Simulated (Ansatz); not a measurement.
Reaction (substitution at a C–Se bond): `C[Se]CO` + `[AlH2][SH]` → `C[S][AlH2]` + `OC[SeH]`

Gas-phase electronic energies from Ansatz, PBE0-D4/def2-TZVP geometries. CCSD(T)/CBS is the MP2 limit (def2-TZVPP, def2-QZVPP) plus CCSD(T) − MP2 in def2-TZVPP, frozen cores. This one scheme is used for every species. Functionals use def2-TZVPP. For Se outer-core shells are correlated without core-valence functions, which leaves a few kJ/mol of doubt a bond. Scalar relativity is left out up to krypton. One conformer a species, not always the lowest.

Problem. Is it downhill or uphill in electronic energy at CCSD(T)/CBS, and by how much? (Best estimate.)

Solution. The calculation gave: Uphill: ΔE = +27.3 kJ/mol.

Problem. What do these levels give: r2SCAN, HF/def2-TZVPP, SCS-MP2/def2-TZVPP, CCSD/def2-TZVPP, HF/def2-QZVPP, MP2/CBS(def2)? (An estimate is asked.)

Solution. Computed: r2SCAN 25.1, HF/def2-TZVPP 25.7, SCS-MP2/def2-TZVPP 30.9, CCSD/def2-TZVPP 30.1, HF/def2-QZVPP 25.3, MP2/CBS(def2) 29.6 kJ/mol.

Largest T1 diagnostic among the species: 0.011.

In def2-TZVPP, CCSD(T) changes the Hartree–Fock value by +4.3 kJ/mol (the triples alone add −0.1 kJ/mol) and MP2 by +6.6 kJ/mol.
